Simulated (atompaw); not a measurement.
PBEsol PAW (atompaw) dataset for silver (Ag), scalar-relativistic all-electron reference.

silver, PAW, made with atompaw 4.2.0.5 (PBEsol, scalar-relativistic). Core [Ar] 3d10, reference 4s2 4p6 4d10 5s1 5p0. Waves: 4s (bound): rc 1.15 bohr; 5s (bound): rc 1.90 bohr; 4p (bound): rc 1.70 bohr; 5p (bound, empty): rc 1.90 bohr; 4d (bound): rc 1.90 bohr; 4d channel at 1.2 Ry: rc 1.90 bohr. Local part: troulliermartins scheme with l = 3 at 0 Ry, radius 1.85 bohr. Core correction: smooth core density matched at 1.05 bohr. Augmentation charge: sinc compensation charge, radius 1.75 bohr; PAW radius 1.90 bohr; waves and projectors: custom polynom2 7 10 vanderbiltortho.

Poles of the logarithmic derivatives, all-electron (AE) and pseudo (PS). s: poles at -6.8 (AE) and -6.8 (PS) Ry. p: poles at -4.0 (AE) and -4.0 (PS) Ry. d: poles at 0.4 (AE) and 0.4 (PS) Ry. Test radius 1.92 bohr.

- Cutoffs needed: 35 Ry and 160 Ry (the cutoffs (Ry, on a coarse ladder) from which the occupation-weighted sum of valence levels, in a spherical-Bessel basis at the reference potential, stays within 10 and 1 mRy of its value at 400 Ry)
- Ghost test: no extra level below or beside the all-electron valence levels (s, p, d, f tested) (spherical-Bessel basis up to 400 Ry, 20 bohr box)
- Lowest eigenvalue of the overlap operator: 0.57 (s channel)
- Overlap eigenvalues printed by atompaw (projector basis): 0.468, 1.71, 1.83, 52.6, 92.4, 1.69e+03
- Share of each valence orbital outside the PAW sphere: 4s 1 %, 5s 87 %, 4p 2 %, 5p 97 %, 4d 19 %
